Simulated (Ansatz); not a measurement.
`[SiH3][SiH2][SiH]1[CH2][AlH]1` + HI → `[SiH3][SiH2]I` + `[CH2]1[AlH][SiH2]1`  (cleavage of the Si–Si bond)

Gas-phase electronic energies from Ansatz, PBE0-D4/def2-TZVP geometries. CBS: MP2 limit from def2 TZ/QZ plus the TZ coupled-cluster correction, frozen cores. DFT in def2-TZVPP. B3LYP here is the variant with VWN-RPA as its local correlation; programs differ in this. def2 core potentials past Kr. For I outer-core shells are correlated without core-valence functions, which leaves a few kJ/mol of doubt a bond. Each species was taken in one conformer, which may not be the lowest.

`[SiH3][SiH2][SiH]1[CH2][AlH]1`:

```xyz
14

Si    2.170    0.630   -1.825
Si   -0.081    0.493   -1.207
Si   -0.340   -0.944    0.601
C    -2.027   -0.726    1.522
Al   -0.666    0.062    2.673
H     2.360    1.535   -2.991
H     2.974    1.148   -0.685
H     2.682   -0.719   -2.189
H    -0.904    0.097   -2.388
H    -0.542    1.846   -0.777
H     0.081   -2.338    0.286
H    -2.843   -0.224    1.004
H    -2.393   -1.677    1.929
H    -0.471    0.817    4.047
```

HI:

```xyz
2

I     0.519    0.415   -0.454
H    -0.519   -0.415    0.454
```

`[SiH3][SiH2]I`:

```xyz
8

Si   -1.037    0.645    0.080
Si    0.965   -0.555    0.174
I     1.497   -1.299   -2.099
H    -1.413    1.127    1.437
H    -2.108   -0.240   -0.444
H    -0.862    1.809   -0.826
H     2.100    0.276    0.651
H     0.859   -1.765    1.028
```

`[CH2]1[AlH][SiH2]1`:

```xyz
8

C    -0.629   -0.475   -0.470
Al    1.320   -0.443   -0.552
Si   -0.056    0.792    0.861
H    -1.046    0.038   -1.347
H    -1.294   -1.290   -0.187
H     2.547   -1.101   -1.302
H    -0.267    0.297    2.250
H    -0.575    2.183    0.747
```

```json
{"level": "PBE-D4", "ΔE (eV)": "-0.53"}
{"level": "PBE0-D4", "ΔE (eV)": "-0.58"}
{"level": "B3LYP-D4", "ΔE (eV)": "-0.64"}
{"level": "r2SCAN", "ΔE (eV)": "-0.63"}
{"level": "PBE0", "ΔE (eV)": "-0.62"}
{"level": "B3LYP", "ΔE (eV)": "-0.69"}
{"level": "HF/def2-QZVPP", "ΔE (eV)": "-0.88"}
{"level": "HF/CBS(def2)", "ΔE (eV)": "-0.88"}
```

**Question.** What does CCSD(T)/CBS give? (Best estimate.)

**Answer.** Computed: -0.69 eV. The listed levels differ from it by 0.16, 0.11, 0.05, 0.06, 0.07, 0.00, -0.19, -0.19 eV.

Largest T1 diagnostic among the species: 0.014.

From PBE to PBE0 (25 % exact exchange), in def2-TZVPP and without D4, ΔE moves by −0.06 eV. The D4 term adds +0.05 eV with B3LYP and +0.03 eV with PBE0; it sums over pairs of atoms, weighted by their polarisabilities, and B3LYP, whose exchange is more repulsive, gets the larger term.
